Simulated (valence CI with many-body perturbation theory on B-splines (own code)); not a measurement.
# E1 transitions of Sm XXXI

Computed by configuration interaction combined with many-body perturbation theory (CI+MBPT): four valence electrons over a frozen Dirac-Fock core [Ar] 3d10, radial functions for each j: 11 s, 11 p, 10 d, 8 f, 5 g, 2 h, with the one-electron correlation potential Σ1 (screened to all orders), the two-electron term Σ2, the three-electron term Σ3, Breit, model QED; selected single and double excitations, second order for the rest, scaled by the run's own slope (own B-spline code, finite nucleus).

The last digits are not significant, and no measured levels were compared; by estimate large intervals hold to a few tenths of a per cent, small ones and those within an open d or f shell to about a per cent. Among the levels kept, up to 340 cm⁻¹ of a level comes from second order outside the variational space, and about a tenth of that is noise between levels of different J, which matters for small intervals.

Lines 101 to 150 of 561 in falling wavelength, among levels below 391.93 eV, chosen from the strongest by gf and those to the six lowest levels. Wavelengths and rates use the calculated energies. Electric multipoles are in the length gauge with retardation, E1 and E2 with the static RPA response of the core. Weak lines are less certain than strong ones. Lines between different terms over intervals too small for the method are left out, as are lines whose strength nearly cancels. Where a level lies close to another of its J and parity, the split of strength between their lines is uncertain. The highest levels of a list are the least certain.

Levels are named by their leading jj configuration (3d3/2^4 stands for four electrons in 3d with j = 3/2), which in mixed levels can hold well under half, so a name can repeat and another be missing. Letters in brackets count levels of one name in rising energy.

```
λ vac (nm)                           Upper                           Lower   A (s⁻¹)  log gf  Branch %
     11.23          (4s 4p1/2 4p3/2^2) J=0          (4s^2 4p1/2 4p3/2) J=1  7.06e+10   -0.87     100.0
     11.22  (4s 4p1/2 4p3/2 4d5/2) J=2 [a]          (4s^2 4p1/2 4d3/2) J=2  2.07e+10   -0.71      18.3
     11.21      (4s 4p3/2^2 4d5/2) J=3 [a]          (4s^2 4p3/2 4d3/2) J=2  2.18e+10   -0.54       7.9
     11.19      (4s 4p3/2^2 4d3/2) J=2 [c]          (4s^2 4p3/2 4d3/2) J=3  7.12e+10   -0.18      12.2
     11.18          (4s 4p1/2 4d5/2^2) J=4  (4s 4p1/2 4p3/2 4d5/2) J=3 [c]  1.24e+10   -0.68       5.8
     11.17      (4s 4p3/2^2 4d3/2) J=0 [a]                (4s 4p3/2^3) J=1  1.11e+11   -0.68      17.8
     11.16          (4s^2 4d3/2 4d5/2) J=3          (4s^2 4p3/2 4d5/2) J=3  1.98e+10   -0.59       3.5
     11.16   (4p1/2 4p3/2^2 4d5/2) J=3 [c]  (4s 4p1/2 4p3/2 4d5/2) J=4 [c]  1.46e+10   -0.72       6.1
     11.15      (4s 4p3/2^2 4d3/2) J=1 [b]          (4s^2 4p3/2 4d3/2) J=2  5.02e+10   -0.55      10.6
     11.15   (4p1/2 4p3/2^2 4d5/2) J=4 [b]      (4s 4p1/2 4p3/2 4d5/2) J=5  2.64e+10   -0.35      18.0
     11.15          (4s 4p1/2^2 4p3/2) J=1              (4s^2 4p1/2^2) J=0  8.13e+10   -0.34      83.7
     11.13   (4p1/2 4p3/2^2 4d5/2) J=3 [d]  (4s 4p1/2 4p3/2 4d5/2) J=4 [d]  5.56e+10   -0.14      18.0
     11.10      (4s 4p3/2^2 4d5/2) J=3 [b]          (4s^2 4p3/2 4d3/2) J=3  5.64e+10   -0.14      19.4
     11.08          (4s 4p1/2^2 4d3/2) J=2          (4s 4p1/2^2 4p3/2) J=2  3.18e+09   -1.53       8.1
     11.06             (4p1/2 4p3/2^3) J=2          (4s 4p1/2 4p3/2^2) J=3  2.90e+10   -0.57      25.1
     11.06      (4s 4p3/2^2 4d3/2) J=2 [b]          (4s^2 4p3/2 4d3/2) J=2  3.19e+10   -0.53       6.7
     11.04  (4s 4p1/2 4p3/2 4d5/2) J=1 [b]          (4s^2 4p1/2 4d5/2) J=2  6.92e+10   -0.42      20.3
     11.04      (4s 4p3/2^2 4d5/2) J=4 [b]          (4s^2 4p3/2 4d3/2) J=3  1.48e+10   -0.61       5.8
     11.04       (4p1/2 4p3/2^2 4d3/2) J=4  (4s 4p1/2 4p3/2 4d5/2) J=4 [a]  1.71e+10   -0.55      19.0
     11.03          (4s^2 4d3/2 4d5/2) J=4          (4s^2 4p3/2 4d5/2) J=3  3.37e+10   -0.26      14.6
     11.02           (4p1/2^2 4p3/2^2) J=0          (4s 4p1/2^2 4p3/2) J=1  1.13e+11   -0.69      68.5
     11.02          (4s 4p1/2^2 4d3/2) J=1          (4s 4p1/2^2 4p3/2) J=2  3.29e+09   -1.75      15.2
     11.01       (4p1/2^2 4p3/2 4d5/2) J=1          (4s 4p1/2^2 4d5/2) J=2  6.95e+10   -0.42      30.4
     11.01   (4p1/2 4p3/2^2 4d3/2) J=2 [a]  (4s 4p1/2 4p3/2 4d3/2) J=3 [a]  3.37e+10   -0.51      18.5
     10.99      (4s 4p3/2^2 4d5/2) J=2 [c]          (4s^2 4p3/2 4d5/2) J=1  3.18e+10   -0.54       4.5
     10.99      (4s 4p3/2^2 4d5/2) J=1 [a]          (4s^2 4p3/2 4d3/2) J=2  4.69e+10   -0.59      10.7
     10.99  (4s 4p1/2 4p3/2 4f7/2) J=5 [a]  (4s 4p1/2 4p3/2 4d5/2) J=4 [d]  1.13e+10   -0.65      14.5
     10.98      (4s 4p3/2^2 4d3/2) J=1 [c]          (4s^2 4p3/2 4d3/2) J=0  6.57e+10   -0.45      12.7
     10.93  (4s 4p1/2 4p3/2 4d5/2) J=3 [e]          (4s^2 4p1/2 4d5/2) J=3  7.77e+10   -0.01      24.5
     10.93      (4s 4p1/2 4p3/2^2) J=1 [a]          (4s^2 4p1/2 4p3/2) J=1  1.01e+11   -0.27      63.9
     10.92   (4p1/2 4p3/2^2 4d5/2) J=2 [c]  (4s 4p1/2 4p3/2 4d5/2) J=3 [c]  2.75e+10   -0.61       7.5
     10.91  (4s 4p1/2 4p3/2 4d3/2) J=1 [d]      (4s 4p1/2 4p3/2^2) J=1 [b]  4.33e+10   -0.63       9.4
     10.91       (4p1/2 4p3/2^2 4d3/2) J=3  (4s 4p1/2 4p3/2 4d3/2) J=3 [a]  1.41e+10   -0.75       9.0
     10.89      (4s 4p3/2^2 4d5/2) J=3 [b]          (4s^2 4p3/2 4d5/2) J=4  2.09e+10   -0.58       7.2
     10.84          (4s^2 4d3/2 4d5/2) J=2          (4s^2 4p3/2 4d5/2) J=3  6.01e+10   -0.28       7.8
     10.84  (4s 4p1/2 4p3/2 4d3/2) J=3 [b]          (4s^2 4p1/2 4d3/2) J=2  3.86e+10   -0.32      48.3
     10.84                (4s 4p3/2^3) J=1              (4s^2 4p3/2^2) J=2  8.42e+10   -0.35      22.7
     10.83   (4p1/2 4p3/2^2 4d3/2) J=1 [a]  (4s 4p1/2 4p3/2 4d3/2) J=2 [a]  4.32e+10   -0.64      28.2
     10.83      (4s 4p3/2^2 4d5/2) J=4 [b]          (4s^2 4p3/2 4d5/2) J=4  9.13e+10    0.16      35.7
     10.82      (4s 4p3/2^2 4d3/2) J=1 [c]          (4s^2 4p3/2 4d3/2) J=2  6.10e+10   -0.49      11.8
     10.81   (4p1/2 4p3/2^2 4d5/2) J=4 [a]  (4s 4p1/2 4p3/2 4d5/2) J=4 [b]  2.60e+10   -0.39      27.6
     10.80      (4s 4p3/2^2 4d5/2) J=3 [c]          (4s^2 4p3/2 4d3/2) J=3  3.67e+10   -0.35      11.1
     10.79      (4s 4p1/2 4p3/2 4f7/2) J=3  (4s 4p1/2 4p3/2 4d5/2) J=2 [c]  1.91e+10   -0.63       5.1
     10.77  (4s 4p1/2 4p3/2 4d5/2) J=2 [d]          (4s^2 4p1/2 4d5/2) J=3  1.60e+11    0.14      48.3
     10.77  (4s 4p1/2 4p3/2 4f7/2) J=5 [a]  (4s 4p1/2 4p3/2 4d5/2) J=4 [c]  2.36e+10   -0.35      30.3
     10.76   (4p1/2 4p3/2^2 4d5/2) J=3 [a]  (4s 4p1/2 4p3/2 4d5/2) J=4 [a]  2.07e+10   -0.60      12.4
     10.76      (4s 4p1/2 4p3/2^2) J=1 [b]          (4s^2 4p1/2 4p3/2) J=2  1.82e+11   -0.02      60.2
     10.75       (4p1/2^2 4p3/2 4d3/2) J=3          (4s 4p1/2^2 4d3/2) J=2  2.10e+10   -0.59      20.4
     10.75      (4s 4p3/2^2 4d5/2) J=2 [a]          (4s^2 4p3/2 4d3/2) J=3  3.50e+10   -0.52       7.2
     10.75  (4s 4p1/2 4p3/2 4f5/2) J=4 [a]  (4s 4p1/2 4p3/2 4d5/2) J=3 [c]  2.48e+10   -0.41       7.9
```

Problem. How does gf follow from A for the line at 10.98 nm?

Solution. gf = 1.4992 × (2J+1)_upper × A / σ², with σ = 910986 cm⁻¹ and 2J+1 = 3: gf = 0.356.
